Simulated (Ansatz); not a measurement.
Ansatz results at the PBE0-D4/def2-TZVP geometry: LUMO energy (ωB97M-V/def2-TZVPP) 1.38 eV; HOMO energy (ωB97M-V/def2-TZVPP) -8.59 eV; size of the dipole moment (PBE/def2-TZVPP) 0.81 D.

Each molecule was computed in one conformer, which needn't be the lowest.

Problem. Which molecule gave them?
A. `NCCN`
B. `O[SiH]1[SiH2]CS1`
C. `O[Si]1(S)C[SiH2]1`
D. `FC1(Br)C[SiH2]1`

Solution. C. The others give `FC1(Br)C[SiH2]1`: 1.05, -9.36, 2.29; `O[SiH]1[SiH2]CS1`: 1.00, -9.06, 1.66; `NCCN`: 2.25, -9.06, 2.07.
